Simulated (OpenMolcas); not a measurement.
Eu⁴⁺.

```
Program             : OpenMolcas
Method              : CASSCF
Basis               : ANO-RCC-VDZP [7s6p4d2f1g]
Scalar Hamiltonian  : DKH2, point nucleus
Active space        : 5 electrons in 7 orbitals (4f)
State averaging     : 2S+1 = 6 odd, 21 roots; 2S+1 = 4 odd, 224 roots (208 in the spin-orbit step); 2S+1 = 2 odd, 490 roots (385 in the spin-orbit step)
Spin-orbit coupling : RASSI with atomic mean-field integrals over the reference wave functions, term energies averaged over their components
```

Levels without dynamic correlation, in cm⁻¹ above 4f⁵ ⁶H°_5/2:

```tsv
Level	E
4f⁵ ⁴F°_3/2(1)	24645
4f⁵ ⁶F°_1/2	9136
4f⁵ ⁴M°_15/2 [73 %]	26189
4f⁵ ⁴I°_9/2(1)	26996
```

On this reference, SS-CASPT2, IPEA 0.25 Eh, imaginary shift 0.1 Eh (closed shells correlated: 5s 5p) puts 4f⁵ ⁴F°_3/2(1) at 23110 cm⁻¹.

**Question.** Estimate the other levels at that method by one scale factor, and say how well it serves.

**Answer.** The factor is 23110 / 24645 = 0.938. Scaled values beside those that SS-CASPT2 gives:
```tsv
Level	Scaled	SS-CASPT2	Miss (%)
4f⁵ ⁶F°_1/2	8570	8290	+3.4
4f⁵ ⁴M°_15/2 [73 %]	24565	26070	-5.8
4f⁵ ⁴I°_9/2(1)	25322	25910	-2.3
```
For these levels the scaled values miss SS-CASPT2 by up to 5.8 %, as correlation changes each term by its own factor, spin-orbit parts do not scale and CASPT2 has its own spread within terms. This holds within one configuration; levels of others move differently, and the target method has errors of its own against measurement.

CASPT2 breaks the degeneracy within a term, and the mean is taken; among the terms shown or strongly mixed into the levels shown the widest spread is 56 cm-1 (4f⁵ ⁴I°(1), SS-CASPT2). High states are left out of the spin-orbit mixing, which shifts the levels that they would mix with. The basis is small and was not contracted for so high a charge. Without dynamic correlation excited terms often stand tens of per cent too high (terms of higher spin than the ground term too low), and those without a measured partner can miss by more than the paired ones (holds for CASSCF). Levels of configurations outside the active space are missing.

A share in square brackets marks a mixed level and gives the weight of the term that names it, the lowest over the columns. A number in round brackets counts repeated terms of one configuration in the order of the reference energies. ° marks odd parity.
